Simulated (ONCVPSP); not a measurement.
**platinum (Pt): variants of one ONCV potential**

Base potential:

```json
{
  "Element": "platinum",
  "Generator": "ONCVPSP 4.0.1",
  "Type": "optimised norm-conserving Vanderbilt (ONCV)",
  "Functional": "PBE",
  "Relativity": "scalar-relativistic",
  "Frozen core": "[Kr] 4d10 4f14",
  "Valence charge": "18",
  "Reference configuration": "5s2 5p6 5d9 6s1",
  "Partial waves": "5s+6s: rc 1.60 bohr, ncon 4, nbas 8, qcut 9 1/bohr, 2 projectors; 5p: rc 1.85 bohr, ncon 4, nbas 8, qcut 6.2 1/bohr, 2 projectors, debl 2.1 Ha; 5d: rc 1.70 bohr, ncon 4, nbas 9, qcut 8 1/bohr, 3 projectors, debl 2.9 Ha",
  "Local potential": "polynomial inside 1.55 bohr (lpopt 5, dvloc0 4 Ha)",
  "Core correction": "none"
}
```

All-electron outer shells of the reference configuration (PBE, scalar-relativistic, ld1.x):

```csv
shell,level (eV),outermost node (bohr),outermost maximum (bohr)
5s,-101.82,0.49,0.87
4f,-70.08,–,0.38
5p,-56.02,0.53,0.98
5d,-6.14,0.57,1.26
6s,-5.66,1.14,2.38
```

Cutoffs, loose and tight: the cutoffs (Ha) at which the residual kinetic energy of the hardest occupied pseudo-wave falls to 1 and 0.1 mHa per electron. They do not see the model core or the augmentation charge, which bear on the density cutoff. Test errors are all-electron minus pseudo excitation energies from the reference, over the configurations 5s2 5p6 5d9 6s0; 5s2 5p6 5d8 6s0; 5s2 5p6 5d7 6s0; 5s2 5p6 5d6 6s0. A dash means not determined; rows that change the core or the reference have their own tests.

A true bound ghost makes a file unfit for plane-wave use even where its test errors are small: the radial tests pick states by their node count and pass the ghost by.

```tsv
change	outcome	cutoff, loose	cutoff, tight	bound ghosts	GHOST(+) flags above zero	largest test error (meV)
base	generated	26 Ha	31 Ha	none	s	-35
local potential polynomial inside 1.45 bohr (lpopt 4, dvloc0 4 Ha)	generated	26 Ha	31 Ha	none	none	-36
s: qcut 11.1	failed: ERROR pspot: first pseudo wave function has node, program will stop	–	–	–	–	–
p: debl 5.1	generated	26 Ha	31 Ha	none	s	-34
core [Xe] 4f14, valence charge 10; reference 5d8; waves now s scattering state at 0.17 Ha: rc 1.60 bohr, ncon 3, nbas 7, qcut 3.6 1/bohr, 2 projectors, debl 1.3 Ha; p scattering state at 0.1 Ha: rc 1.90 bohr, ncon 3, nbas 6, qcut 3.4 1/bohr, 2 projectors, debl 3.3 Ha; 5d: rc 1.90 bohr, ncon 3, nbas 8, qcut 6.8 1/bohr, 2 projectors, debl 2.1 Ha; local potential polynomial inside 1.25 bohr (lpopt 5, dvloc0 3 Ha)	failed: ERROR pspot: first pseudo wave function has node, program will stop	–	–	–	–	–
d: ncon 5, nbas 10	generated	26 Ha	31 Ha	none	s	-33
local potential polynomial inside 1.55 bohr (lpopt 5, dvloc0 8.5 Ha)	generated	26 Ha	31 Ha	none	none	-32
```

(1) What comes out with this change to the base: functional PBEsol; p: rc 1.6, qcut 7.2?

(2) What comes out with this change to the base: all radii scaled by about 1.10 (s 1.76, p 2.02, d 1.86 bohr); local potential polynomial inside 1.70 bohr (lpopt 5, dvloc0 4 Ha)?

(3) What comes out with this change to the base: s: qcut 10.1; p: qcut 6.9; d: qcut 8.9?

## Answers

(1) outcome: generated; cutoff, loose: 26 Ha; cutoff, tight: 31 Ha; bound ghosts: none; GHOST(+) flags above zero: s; largest test error (meV): -42.

(2) outcome: generated; cutoff, loose: 23 Ha; cutoff, tight: 28 Ha; bound ghosts: s; GHOST(+) flags above zero: none; largest test error (meV): -35.

(3) outcome: generated; cutoff, loose: 30 Ha; cutoff, tight: 36 Ha; bound ghosts: none; GHOST(+) flags above zero: s; largest test error (meV): -34.
